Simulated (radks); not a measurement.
Results of a calculation; reference values are marked as such.
Neutral platinum inside a hard spherical wall (all orbitals vanish at R), configuration held at [Xe] 4f14 5d9 6s1 and not refilled when levels cross. Level of theory: scalar-relativistic Kohn-Sham, PBE, spin-polarised, spherical densities, finite nucleus; open shells are filled with parallel spins first (spin-orbit coupling, left out, can overturn this in heavy ions); Fermi nuclear charge, rms radius 5.427 fm (a radial shooting solver on a logarithmic mesh with Libxc functionals). Eigenvalues in eV for spin up, with the zero of energy where the potential of the charges vanishes at infinity; a dash marks a level that is unbound or too diffuse for the functional's potential to be trusted. A positive occupied level is held by the wall or, in an anion where self-interaction has pushed it up, behind a barrier. The pressure on the wall is -dE/dV.

| R (bohr) | E (hartree) | kinetic (hartree) | e(4f) | e(5p) | e(5d) | e(6s) | e(6p, empty) | e(7s, empty) | pressure (GPa) |
|---|---|---|---|---|---|---|---|---|---|
| free | -18409.6971 | 20521.258 | -70.077 | -56.242 | -6.511 | -6.082 | -1.090 | - | 0 |
| 20 | -18409.6971 | 20521.258 | -70.077 | -56.242 | -6.511 | -6.082 | -1.090 | - | < 0.0001 |
| 15 | -18409.6971 | 20521.258 | -70.077 | -56.242 | -6.511 | -6.082 | -1.083 | 0.264 | < 0.0001 |
| 8 | -18409.6956 | 20521.273 | -69.985 | -56.151 | -6.428 | -5.998 | -0.576 | 3.779 | 0.0709 |
| 7 | -18409.6916 | 20521.305 | -69.814 | -55.983 | -6.277 | -5.835 | -0.072 | 6.259 | 0.344 |
| 6 | -18409.6765 | 20521.407 | -69.341 | -55.527 | -5.869 | -5.364 | 1.019 | 10.910 | 1.79 |
| 5 | -18409.6164 | 20521.752 | -68.022 | -54.286 | -4.760 | -3.968 | 3.619 | 20.454 | 10.6 |
| 4 | -18409.3510 | 20523.045 | -64.202 | -50.840 | -1.581 | 0.549 | 10.780 | 42.829 | 77.2 |
| 2.5 | -18405.0935 | 20540.257 | -37.900 | -29.179 | 22.594 | 45.399 | 70.916 | 187.67 | 3500 |
| 2 | -18395.7551 | 20575.677 | -7.160 | -2.819 | 55.991 | 117.71 | 157.64 | 366.46 | 19800 |
